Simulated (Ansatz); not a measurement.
Ansatz (a first-principles code) input (B3LYP-D3(BJ)/def2-TZVP):

Ansatz 0.2 input:
```yaml
crystal:
  periodic: [false, false, false]
  atoms:
    - {symbol: F, position_ang: [-0.00000000, -0.00000000, -1.85692335]}
    - {symbol: S, position_ang: [0.00000000, 0.00000000, 0.00000000]}
    - {symbol: F, position_ang: [0.00000000, 0.00000000, 1.85692335]}
basis:
  gaussian:
    orbitals: def2-TZVP
hamiltonian:
  xc: b3lyp
  dispersion: d3bj
total_charge: -1
magnetization: {spin_polarized: true, initial_magnetization: 1}
phonons: {temperatures: {t_min: 298.15, t_max: 298.15, t_step: 100}}
```

Output:

```
Functional definition: B3LYP
integrals: 0.02 GiB planned
583 factors; their error is unknown
mean field: 0.31 GiB planned
mean field evaluation 1: about -16271.7116 eV, gradient 1.4e1 eV
mean field evaluation 2: about -16271.5407 eV, gradient 1.9e1 eV
mean field evaluation 4: about -16272.4287 eV, gradient 1.4e0 eV
mean field evaluation 8: about -16272.4790 eV, gradient 1.9e-2 eV
mean field evaluation 16: about -16272.4790 eV, gradient 2.5e-5 eV
mean field -16272.47897793 eV, -598.0025725566 hartree, gradient 2.5e-5 eV, S^2 0.753882; 0 other end points of the search recorded, 0 dependent functions left out
the calculation of the forces begins
reference -16272.47911840 eV, -598.0025777186 hartree; 18, 17 occupied and 81, 82 virtual orbitals, 583 factors
these checks for a lower state are left out or cut short: stability, starts, cluster_reference, orbital_swaps, neighbouring_geometries, increment
integrals: 0.02 GiB planned
583 factors; their error is unknown
mean field: 0.31 GiB planned
mean field -16272.47897308 eV, -598.0025723782 hartree, gradient 1.9e-6 eV, S^2 0.753882; 0 other end points of the search recorded, 0 dependent functions left out
the calculation of the forces begins
reference -16272.47911354 eV, -598.0025775402 hartree; 18, 17 occupied and 81, 82 virtual orbitals, 583 factors
these checks for a lower state are left out or cut short: stability, starts, cluster_reference, orbital_swaps, neighbouring_geometries, increment
integrals: 0.02 GiB planned
583 factors; their error is unknown
mean field: 0.31 GiB planned
mean field -16272.47897308 eV, -598.0025723782 hartree, gradient 1.9e-6 eV, S^2 0.753882; 0 other end points of the search recorded, 0 dependent functions left out
the calculation of the forces begins
reference -16272.47911354 eV, -598.0025775402 hartree; 18, 17 occupied and 81, 82 virtual orbitals, 583 factors
these checks for a lower state are left out or cut short: stability, starts, cluster_reference, orbital_swaps, neighbouring_geometries, increment
integrals: 0.02 GiB planned
583 factors; their error is unknown
mean field: 0.31 GiB planned
mean field evaluation 32: about -16272.4369 eV, gradient 8.6e-2 eV
mean field -16272.47897779 eV, -598.0025725513 hartree, gradient 9.3e-7 eV, S^2 0.753882; 0 other end points of the search recorded, 0 dependent functions left out
the calculation of the forces begins
reference -16272.47911825 eV, -598.0025777133 hartree; 18, 17 occupied and 81, 82 virtual orbitals, 583 factors
these checks for a lower state are left out or cut short: stability, starts, cluster_reference, orbital_swaps, neighbouring_geometries, increment
integrals: 0.02 GiB planned
583 factors; their error is unknown
mean field: 0.31 GiB planned
mean field -16272.47897779 eV, -598.0025725513 hartree, gradient 9.3e-7 eV, S^2 0.753882; 0 other end points of the search recorded, 0 dependent functions left out
the calculation of the forces begins
reference -16272.47911825 eV, -598.0025777133 hartree; 18, 17 occupied and 81, 82 virtual orbitals, 583 factors
these checks for a lower state are left out or cut short: stability, starts, cluster_reference, orbital_swaps, neighbouring_geometries, increment
integrals: 0.02 GiB planned
583 factors; their error is unknown
mean field: 0.31 GiB planned
mean field -16272.47894142 eV, -598.0025712150 hartree, gradient 2.2e-6 eV, S^2 0.753882; 0 other end points of the search recorded, 0 dependent functions left out
the calculation of the forces begins
reference -16272.47908195 eV, -598.0025763792 hartree; 18, 17 occupied and 81, 82 virtual orbitals, 583 factors
these checks for a lower state are left out or cut short: stability, starts, cluster_reference, orbital_swaps, neighbouring_geometries, increment
integrals: 0.02 GiB planned
583 factors; their error is unknown
mean field: 0.31 GiB planned
mean field -16272.47895414 eV, -598.0025716823 hartree, gradient 2.0e-6 eV, S^2 0.753882; 0 other end points of the search recorded, 0 dependent functions left out
the calculation of the forces begins
reference -16272.47909455 eV, -598.0025768422 hartree; 18, 17 occupied and 81, 82 virtual orbitals, 583 factors
these checks for a lower state are left out or cut short: stability, starts, cluster_reference, orbital_swaps, neighbouring_geometries, increment
integrals: 0.02 GiB planned
583 factors; their error is unknown
mean field: 0.31 GiB planned
mean field evaluation 64: about -16272.4790 eV, gradient 1.8e-6 eV
mean field -16272.47895851 eV, -598.0025718428 hartree, gradient 1.8e-6 eV, S^2 0.753882; 0 other end points of the search recorded, 0 dependent functions left out
the calculation of the forces begins
reference -16272.47909898 eV, -598.0025770049 hartree; 18, 17 occupied and 81, 82 virtual orbitals, 583 factors
these checks for a lower state are left out or cut short: stability, starts, cluster_reference, orbital_swaps, neighbouring_geometries, increment
integrals: 0.02 GiB planned
583 factors; their error is unknown
mean field: 0.31 GiB planned
mean field -16272.47895851 eV, -598.0025718428 hartree, gradient 1.8e-6 eV, S^2 0.753882; 0 other end points of the search recorded, 0 dependent functions left out
the calculation of the forces begins
reference -16272.47909898 eV, -598.0025770049 hartree; 18, 17 occupied and 81, 82 virtual orbitals, 583 factors
these checks for a lower state are left out or cut short: stability, starts, cluster_reference, orbital_swaps, neighbouring_geometries, increment
integrals: 0.02 GiB planned
583 factors; their error is unknown
mean field: 0.31 GiB planned
mean field -16272.47897735 eV, -598.0025725350 hartree, gradient 7.3e-7 eV, S^2 0.753882; 0 other end points of the search recorded, 0 dependent functions left out
the calculation of the forces begins
reference -16272.47911781 eV, -598.0025776972 hartree; 18, 17 occupied and 81, 82 virtual orbitals, 583 factors
these checks for a lower state are left out or cut short: stability, starts, cluster_reference, orbital_swaps, neighbouring_geometries, increment
integrals: 0.02 GiB planned
583 factors; their error is unknown
mean field: 0.31 GiB planned
mean field -16272.47897735 eV, -598.0025725350 hartree, gradient 7.3e-7 eV, S^2 0.753882; 0 other end points of the search recorded, 0 dependent functions left out
the calculation of the forces begins
reference -16272.47911781 eV, -598.0025776972 hartree; 18, 17 occupied and 81, 82 virtual orbitals, 583 factors
these checks for a lower state are left out or cut short: stability, starts, cluster_reference, orbital_swaps, neighbouring_geometries, increment
integrals: 0.02 GiB planned
583 factors; their error is unknown
mean field: 0.31 GiB planned
mean field -16272.47893936 eV, -598.0025711393 hartree, gradient 7.1e-7 eV, S^2 0.753882; 0 other end points of the search recorded, 0 dependent functions left out
the calculation of the forces begins
reference -16272.47907983 eV, -598.0025763014 hartree; 18, 17 occupied and 81, 82 virtual orbitals, 583 factors
these checks for a lower state are left out or cut short: stability, starts, cluster_reference, orbital_swaps, neighbouring_geometries, increment
integrals: 0.02 GiB planned
583 factors; their error is unknown
mean field: 0.31 GiB planned
mean field evaluation 96: about -16272.4789 eV, gradient 1.1e-1 eV
mean field -16272.47893936 eV, -598.0025711393 hartree, gradient 7.1e-7 eV, S^2 0.753882; 0 other end points of the search recorded, 0 dependent functions left out
the calculation of the forces begins
reference -16272.47907983 eV, -598.0025763014 hartree; 18, 17 occupied and 81, 82 virtual orbitals, 583 factors
Total energy: -16272.52364200 eV, -598.0042139309 hartree
Atom 0 at    -0.000000    -0.000000    -1.856923 Å, force     0.000000     0.000000     0.000738 eV/Å
Atom 1 at     0.000000     0.000000     0.000000 Å, force    -0.000000    -0.000000    -0.000000 eV/Å
Atom 2 at     0.000000     0.000000     1.856923 Å, force     0.000000     0.000000    -0.000738 eV/Å
Dipole moment:    -0.000000     0.000000     0.000000 e Å
Vibrations: 54.21 311.77 433.36 439.43 cm⁻¹, zero-point energy 0.076794 eV
```
